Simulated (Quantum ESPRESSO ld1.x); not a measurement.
Sn4+, configuration [Ar] 3d10 4p6 4d10 4f2 (not the ground configuration). All-electron calculation, scalar-relativistic Kohn-Sham, HCTH/120, spin-unpolarised, spherical densities, point nucleus. Program: ld1.x of Quantum ESPRESSO 7.5. Some entries of the table are withheld. Estimate them.

orbital,occ.,eigenvalue (eV),r(max) (bohr),<1/r> (bohr^-1)
1s,2,-29076.9,(1),53.06
2s,2,-4453.76,0.106,12.12
2p,6,-4007.53,0.085,11.65
3s,2,-913.834,(2),4.310
3p,6,-767.766,0.301,4.105
3d,10,-543.069,0.251,3.879
4s,0,-194.488,(3),1.725
4p,6,(4),(5),1.580
4d,10,(6),0.859,1.314
5p,0,-41.1197,1.99,0.5897
4f,2,-22.9221,1.54,0.6208

Answer. 
(1) 1s r(max) (bohr): 0.019
(2) 3s r(max) (bohr): 0.308
(3) 4s r(max) (bohr): 0.738
(4) 4p eigenvalue (eV): -149.352
(5) 4p r(max) (bohr): 0.780
(6) 4d eigenvalue (eV): -82.7697
